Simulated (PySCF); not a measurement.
FIn, neutral, multiplicity 1. Atoms are numbered in the order given.

```xyz
2

In     0.0000     0.0000    -0.3120
F      0.0000     0.0000     1.6989
```
Charge 0, spin multiplicity 1.

Geometry optimised at B3LYP-D3(BJ)/def2-TZVP. The def2 effective core potentials stand for the cores of In; spin–orbit coupling is left out.

Computed with PBE0/def2-TZVPD run with PySCF.

Computed frontier levels, gap, dipole moment and polarisability:
* **highest occupied level**: -7.61 eV
* **lowest empty level**: -1.64 eV
* **orbital gap**: 5.96 eV
* **dipole moment**: 3.40 D
* **quadrupole, principal values (traceless, Buckingham form, about the centre of nuclear charge)**: -10.18, 5.09, 5.09 D·Å
* **mean static polarisability**: 41.2 bohr³ (6.11 Å³)
* **polarisability, principal values**: 39.5, 39.5, 44.7 bohr³
